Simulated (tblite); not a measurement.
Compound: CH4B3NO3.
Numbering: `[H]/[N:1]=[CH:2]/[B:3]1[O:4][BH:5][O:6][BH:7][O:8]1` (hydrogens: H9 on N1; H10 on C2; H11 on B5; H12 on B7)

Computed with GFN2-xTB (tblite), gas phase: L-BFGS steps from a force-field or distance-geometry start until the largest atomic force falls under 0.01 eV/Å.

Step 19: E = -631.5600 eV
```
atom  x, y, z in Å  |  force x, y, z in eV/Å
N1      1.9901    0.9156    0.5296    0.307  -0.017   0.046
C2      1.8659    0.0106   -0.3401    0.257   0.103  -0.193
B3      0.3304   -0.1791   -0.6775   -0.140   0.041   0.443
O4     -0.3660    0.9893   -0.5762   -0.263   0.022  -0.070
B5     -1.5043    0.9983    0.1579    0.180  -0.084   0.036
O6     -2.0919   -0.1938    0.4913   -0.129   0.122  -0.127
B7     -1.5736   -1.3597    0.0267    0.162   0.043   0.101
O8     -0.3332   -1.3629   -0.5350    0.140   0.005  -0.118
H9      2.9288    1.1130    0.8758    0.112  -0.129  -0.021
H10     2.7139   -0.5744   -0.7384   -0.138   0.022   0.019
H11    -1.8559    2.0308    0.5844   -0.301  -0.153  -0.108
H12    -2.1031   -2.3885    0.1755   -0.186   0.026  -0.010
```

Step 20: E = -631.5951 eV
```
atom  x, y, z in Å  |  force x, y, z in eV/Å
N1      2.0302    0.8990    0.5561    0.287   0.069  -0.064
C2      1.8643    0.0087   -0.3219    0.249   0.217  -0.201
B3      0.3269   -0.1532   -0.6496   -0.059  -0.153   0.458
O4     -0.3679    1.0100   -0.5446   -0.104   0.002  -0.175
B5     -1.5320    0.9987    0.1405    0.185  -0.121   0.000
O6     -2.1308   -0.1891    0.4301   -0.168  -0.174  -0.017
B7     -1.5730   -1.3595    0.0199    0.127   0.034   0.046
O8     -0.3219   -1.3479   -0.5190    0.004   0.015  -0.067
H9      2.9877    1.1003    0.8429    0.109  -0.190   0.076
H10     2.6867   -0.5782   -0.7586   -0.029  -0.008  -0.018
H11    -1.8879    2.0081    0.5775   -0.449   0.213   0.010
H12    -2.0811   -2.3977    0.2006   -0.151   0.095  -0.048
```

**Question.** Estimate the geometry and energy of step 21. (The exact step hangs on the optimiser's Hessian estimate; all steps are aligned on step 20, rigid shifts and turns removed.)

**Answer.** E = -631.6219 eV, largest force 0.640 eV/Å
```
atom  x, y, z in Å  |  force x, y, z in eV/Å
N1      2.0679    0.8868    0.5760    0.221   0.118  -0.175
C2      1.8659    0.0123   -0.3109    0.195   0.264  -0.122
B3      0.3248   -0.1340   -0.6193    0.038  -0.229   0.338
O4     -0.3728    1.0259   -0.5248    0.052  -0.046  -0.178
B5     -1.5508    0.9964    0.1271    0.040  -0.080   0.012
O6     -2.1600   -0.1898    0.3839   -0.111  -0.292   0.053
B7     -1.5697   -1.3587    0.0163    0.045   0.015  -0.015
O8     -0.3119   -1.3362   -0.5066   -0.070   0.015   0.022
H9      3.0365    1.0861    0.8185    0.157  -0.219   0.146
H10     2.6639   -0.5818   -0.7748    0.059  -0.019  -0.066
H11    -1.9234    1.9899    0.5707   -0.504   0.390   0.058
H12    -2.0692   -2.3979    0.2178   -0.123   0.085  -0.075
```

The energy changes by -0.0268 eV. The first-order estimate −F·Δx gives -0.0346 eV and the mean of the old and new forces, exact on a quadratic surface, -0.0270 eV. The step makes an angle of 73° with the force vector and moves no atom by more than 0.056 Å.

The cost below is that of the whole relaxation. The run took 0.24 s wall on one thread, Arm Neoverse V2 (aarch64), no GPU, on a shared host.
